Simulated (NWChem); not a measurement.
# GeHOCl, singlet; SMILES [OH][Ge][Cl]

```xyz
4

Ge     0.4329     0.4951     0.0000
Cl    -0.1721    -1.6123     0.0000
O     -1.2145     1.1777     0.0000
H     -1.2122     2.1438     0.0000
```
Atoms are numbered in this order, from 1.

All runs: NWChem. Medium grid unless said otherwise, to which SCAN and Minnesota functionals are sensitive. Low-valent species are run as closed-shell singlets; no triplet was tried in these runs. All runs use the structure optimised with PBE0/def2-SVP. Hybrids' shares of exact exchange are those that their runs print; pure functionals count as 0. The functionals differ in more than this share.

| row | share of exact exchange | orbital gap (eV) |
|---|---|---|
| PBE/def2-SVP | 0.00 | 3.50 |
| LDA (Slater exchange, PW92)/def2-SVP | 0.00 | 3.46 |
| TPSSh/def2-SVP | 0.10 | 4.39 |
| B3LYP/def2-SVP | 0.20 | 5.01 |
| r2SCAN0/def2-SVP | 0.25 | withheld |
| M06-2X/def2-SVP | 0.54 | 7.45 |

Q: Fit a straight line of the last column on the one before it, predict the withheld value, and compare with the run.

A: 
1. Means of the 5 shown rows: x = 0.168, y = 4.762. Slope Σ(x − x̄)(y − ȳ)/Σ(x − x̄)² = 1.464/0.2005 = 7.302; intercept 3.535.
2. The shown rows scatter about the line by 0.068 (root mean square); the largest residual is +0.12, at TPSSh/def2-SVP.
3. At x = 0.25 (r2SCAN0/def2-SVP; inside the shown range) the line gives 5.36.
4. The run gives 5.64, +0.28 from the line, 4.1 times the scatter.
